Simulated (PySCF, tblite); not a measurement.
Isomers of C3H8ClOSi (doublet state), one GFN2-xTB conformer each. Single-point energies are computed at B3LYP/pcH-1 (PySCF, gas phase, no added dispersion term), electronic only. GFN2-xTB treats the open shell by occupation alone, and not every SCF solution was tested for stability.

```json
{"SMILES": "[CH2]CO[SiH2]CCl", "GFN2-xTB relative energy (kcal/mol)": "14.5"}
{"SMILES": "CCO[SiH2][CH]Cl", "GFN2-xTB relative energy (kcal/mol)": "0.0"}
```

Conformers: `[CH2:1][CH2:2][O:3][SiH2:4][CH2:5][Cl:6]` (doublet state) with H–C1–C2–O3 10° and -170°, C1–C2–O3–Si4 -179°, C2–O3–Si4–C5 -178°, O3–Si4–C5–Cl6 180°; `[CH3:1][CH2:2][O:3][SiH2:4][CH:5][Cl:6]` (doublet state) with C1–C2–O3–Si4 180°, C2–O3–Si4–C5 180°, O3–Si4–C5–Cl6 180°.

Q: What does B3LYP/pcH-1 give for the same structures?

A: 
| SMILES | B3LYP/pcH-1 E (Eh) | B3LYP/pcH-1 (kcal/mol) | GFN2-xTB (kcal/mol) | point group |
| --- | --- | --- | --- | --- |
| CCO[SiH2][CH]Cl | -944.05940 | 0.0 | 0.0 | Cs |
| [CH2]CO[SiH2]CCl | -944.04570 | 8.6 | 14.5 | near Cs |

Both levels put the same isomer lowest. 

Q: What happens when harmonic zero-point energies from GFN2-xTB frequencies are added?

A: 
```tsv
SMILES	ZPE (kcal/mol)	electronic (kcal/mol)	with ZPE (kcal/mol)
CCO[SiH2][CH]Cl	62.9	0.0	0.0
[CH2]CO[SiH2]CCl	61.1	8.6	6.8
```

The zero-point energies span 1.8 kcal/mol. The order is unchanged.
